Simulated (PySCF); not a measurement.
How methods differ on the excitation energy of Br⁺

Br⁺ [Ar] 3d10 4s2 4p4 (3P) → Br⁺ [Ar] 3d10 4s1 4p5 (3P), as a difference of total energies. Computed with PySCF 2.14 in ANO-RCC-VTZP, with the spin-free X2C one-electron Hamiltonian (Gaussian nucleus). Correlated levels: valence and next inner shell: [Ne] frozen. The calculations carry no spin-orbit coupling.

Question: Order these methods by the excitation energy they give, lowest first.
A. MP2 (valence and next inner shell)
B. CCSD(T) (valence and next inner shell)
C. CCSD (valence and next inner shell)
D. UHF

Answer: B (11.914 eV), C (12.337 eV), A (13.226 eV), D (14.278 eV).

Errors of the correlated levels include the incompleteness of this basis and the frozen core.

The coupled-cluster amplitudes are large for the upper state (T1 above 0.03 or a double amplitude above 0.15), so a single reference is strained.

For comparison: 11.924 eV (measured; NIST levels, between the centres of gravity of the two terms).
